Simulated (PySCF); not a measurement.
# KCl: energy against distance

Set-up: K def2-SVP, Cl def2-SVP; no relativity (PySCF 2.14). Energies in eV from K + Cl in their ground configurations at the same level. State: ¹Σ⁺ (singlet), closed shell.

All columns are PBE0. A positive dipole means K(−)Cl(+).

```json
{"R (Å)": "2.292", "E (eV)": "-3.417", "μ (D)": "-7.99", "Mulliken charge on K (basis-dependent)": "0.58", "HOMO (eV)": "-5.97", "LUMO (eV)": "-1.10", "Mayer bond order": "0.77", "⟨S²⟩": "0.00"}
{"R (Å)": "2.398", "E (eV)": "-3.792", "μ (D)": "-8.47", "Mulliken charge on K (basis-dependent)": "0.60", "HOMO (eV)": "-5.96", "LUMO (eV)": "-1.17", "Mayer bond order": "0.74", "⟨S²⟩": "0.00"}
{"R (Å)": "2.505", "E (eV)": "-3.989", "μ (D)": "-8.94", "Mulliken charge on K (basis-dependent)": "0.61", "HOMO (eV)": "-5.80", "LUMO (eV)": "-1.24", "Mayer bond order": "0.72", "⟨S²⟩": "0.00"}
{"R (Å)": "2.585", "E (eV)": "-4.055", "μ (D)": "-9.29", "Mulliken charge on K (basis-dependent)": "0.62", "HOMO (eV)": "-5.67", "LUMO (eV)": "-1.29", "Mayer bond order": "0.72", "⟨S²⟩": "0.00"}
{"R (Å)": "2.665", "E (eV)": "-4.070", "μ (D)": "-9.64", "Mulliken charge on K (basis-dependent)": "0.62", "HOMO (eV)": "-5.55", "LUMO (eV)": "-1.35", "Mayer bond order": "0.71", "⟨S²⟩": "0.00"}
{"R (Å)": "2.745", "E (eV)": "-4.049", "μ (D)": "-9.99", "Mulliken charge on K (basis-dependent)": "0.62", "HOMO (eV)": "-5.42", "LUMO (eV)": "-1.40", "Mayer bond order": "0.71", "⟨S²⟩": "0.00"}
{"R (Å)": "2.852", "E (eV)": "-3.980", "μ (D)": "-10.45", "Mulliken charge on K (basis-dependent)": "0.62", "HOMO (eV)": "-5.27", "LUMO (eV)": "-1.47", "Mayer bond order": "0.71", "⟨S²⟩": "0.00"}
{"R (Å)": "2.985", "E (eV)": "-3.851", "μ (D)": "-11.02", "Mulliken charge on K (basis-dependent)": "0.62", "HOMO (eV)": "-5.09", "LUMO (eV)": "-1.55", "Mayer bond order": "0.70", "⟨S²⟩": "0.00"}
{"R (Å)": "3.145", "E (eV)": "-3.661", "μ (D)": "-11.72", "Mulliken charge on K (basis-dependent)": "0.63", "HOMO (eV)": "-4.88", "LUMO (eV)": "-1.65", "Mayer bond order": "0.69", "⟨S²⟩": "0.00"}
{"R (Å)": "3.358", "E (eV)": "-3.381", "μ (D)": "-12.65", "Mulliken charge on K (basis-dependent)": "0.64", "HOMO (eV)": "-4.62", "LUMO (eV)": "-1.79", "Mayer bond order": "0.66", "⟨S²⟩": "0.00"}
```

A fit through these points gives, at Re = 2.655 Å, μ = -9.60 D and dμ/dR = -4.34 D/Å; the reduced mass is 18.43 u.

Problem. How strong is the fundamental in the double-harmonic approximation, I = 42.26·(dμ/dR)²/μred km/mol?

Solution. I = 42.26·(-4.34)²/18.43 = 43.2 km/mol at PBE0.
